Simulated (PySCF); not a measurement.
Ligand exchange on a metal centre used in film growth or etching (Ti Cl-Br). All species are isolated molecules in the gas phase.

The HOMO from two functionals at the same geometries (BP86-D3(BJ)/def2-SVP), both in PySCF: PBE-D3(BJ)/def2-TZVP and TPSSh-D3(BJ)/def2-TZVP. 

```tsv
species	TPSSh-D3(BJ)/def2-TZVP (eV)
0 of 4 Cl replaced by Br ([Ti(Cl)4])	-8.92
1 of 4 Cl replaced by Br	-8.52
2 of 4 Cl replaced by Br ([Ti(Cl)2(Br)2])	-8.29
3 of 4 Cl replaced by Br ([Ti(Cl)(Br)3])	-8.16
4 of 4 Cl replaced by Br	-8.15
```

### Question
What does PBE-D3(BJ)/def2-TZVP give for each?

### Answer

- 0 of 4 Cl replaced by Br ([Ti(Cl)4]): -8.26
- 1 of 4 Cl replaced by Br: -7.89
- 2 of 4 Cl replaced by Br ([Ti(Cl)2(Br)2]): -7.68
- 3 of 4 Cl replaced by Br ([Ti(Cl)(Br)3]): -7.56
- 4 of 4 Cl replaced by Br: -7.54
Over these rows, drawn at random from the members with no instability flagged (it was tested for open shells, ions and some series alone), PBE minus TPSSh-D3(BJ): mean +0.62 eV, from +0.60 eV to +0.67 eV.
